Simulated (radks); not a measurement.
Values are calculated unless marked as measured or tabulated.
Task: Ionisation of In, [Kr] 4d10 5s2 5p1, to In+, [Kr] 4d10 5s2, under several functionals. Scalar-relativistic Kohn-Sham, spin-unpolarised, spherical densities, finite nucleus; a radial shooting solver on a logarithmic mesh with Libxc functionals. The NIST Atomic Spectra Database gives 5.786 eV (measured). Rank these functionals by the error of their Delta-SCF ionisation energy: XLYP; exchange-only PBE; HCTH/407; B86b exchange with PBE correlation; Wu-Cohen GGA; LDA (Slater exchange, VWN5 correlation); LDA (Slater exchange, Perdew-Zunger correlation); exchange-only LDA.

Result: From best to worst: LDA (Slater exchange, Perdew-Zunger correlation) 5.595 eV (-0.192); LDA (Slater exchange, VWN5 correlation) 5.588 eV (-0.198); HCTH/407 5.445 eV (-0.342); XLYP 5.395 eV (-0.392); B86b exchange with PBE correlation 5.382 eV (-0.405); Wu-Cohen GGA 5.351 eV (-0.435); exchange-only PBE 4.817 eV (-0.969); exchange-only LDA 4.663 eV (-1.123). Spin polarisation and multiplet splitting are left out, so open shells lie too high by an amount that depends on their filling. Spin-orbit splitting is averaged out at the scalar-relativistic level.

Beside tabulated values, note that spin-unpolarised runs miss the spin-polarisation part of the exchange energy of open shells.
